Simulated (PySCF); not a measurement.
H2Se, SMILES [SeH2] (connectivity only; charge and spin as stated), charge +1, multiplicity 2. Atoms are numbered in the order given.

```xyz
3

Se     0.0000     0.0000    -0.0577
H      0.0000    -1.0670     0.9804
H      0.0000     1.0670     0.9804
```
Charge +1, spin multiplicity 2.

Geometry: B3LYP-D3(BJ)/def2-TZVPD. The multiplicity is an assumed one; other spin states were not compared.

Calculation: TDA-LC-ωPBE/def2-TZVPD in PySCF.

Vertical excitations. 

```tsv
state	energy (eV)	λ (nm)	f	main pairs
root 1	3.16	393	0.003	β HOMO→LUMO 99 %
root 2	4.92	252	0.000	β HOMO−1→LUMO 98 %
root 3	7.37	168	0.000	α HOMO→LUMO 97 %
root 4	7.77	160	0.000	α HOMO−1→LUMO 41 %, β HOMO→LUMO+1 52 %
root 5	8.58	144	0.000	α HOMO→LUMO+1 90 %
root 6	8.75	142	0.000	α HOMO−2→LUMO 23 %, α HOMO−1→LUMO+1 22 %, β HOMO−1→LUMO+1 25 %, β HOMO→LUMO+2 20 %
root 7	10.06	123	0.000	α HOMO−2→LUMO 23 %, α HOMO−1→LUMO+1 22 %, β HOMO→LUMO+2 25 %, β HOMO−1→LUMO+1 24 %
root 8	10.12	123	0.094	α HOMO−1→LUMO 47 %, β HOMO→LUMO+1 35 %
root 9	10.55	118	0.078	α HOMO−1→LUMO+1 40 %, α HOMO−2→LUMO 8 %, β HOMO→LUMO+2 40 %, β HOMO−1→LUMO+1 6 %
root 10	10.73	116	0.000	α HOMO−2→LUMO+1 46 %, β HOMO−1→LUMO+2 36 %
```
Unrestricted roots are not spin-pure.
